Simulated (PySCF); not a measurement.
# Ionisation energy of Sn²⁺ by level of theory

Sn²⁺ [Kr] 4d10 5s2 (1S) → Sn³⁺ [Kr] 4d10 5s1 (2S), as a difference of total energies. Computed with PySCF 2.14 in x2c-QZVPPall with one added diffuse shell each of s, p, d, f type (14s10p8d5f1g, 128 functions), with scalar relativity by spin-free X2C-1e. Correlated levels: valence: [Kr] 4d10 frozen; valence and next inner shell: [Ar] 3d10 frozen. The calculations carry no spin-orbit coupling.

```
                                method  ionisation energy (eV)
                                   UHF                  28.522
                                   LDA                  31.165
                                   PBE                  30.688
                                r2SCAN                  30.304
                                 TPSSh                  30.256
                               r2SCANh                  30.241
                         MP2 (valence)                  29.225
                     SCS-MP2 (valence)                  29.366
    MP2 (valence and next inner shell)                  30.551
SCS-MP2 (valence and next inner shell)                  30.450
```

Task: Estimate what PBE0 gives.

Result: 30.342 eV, closest to r2SCAN among the rows shown.

Task: Estimate what wB97X-V gives.

Result: 30.242 eV, closest to r2SCANh among the rows shown.

Errors of the correlated levels include the incompleteness of this basis and the frozen core.

For comparison: 30.506 eV (measured; NIST Atomic Spectra Database, ionization energies).
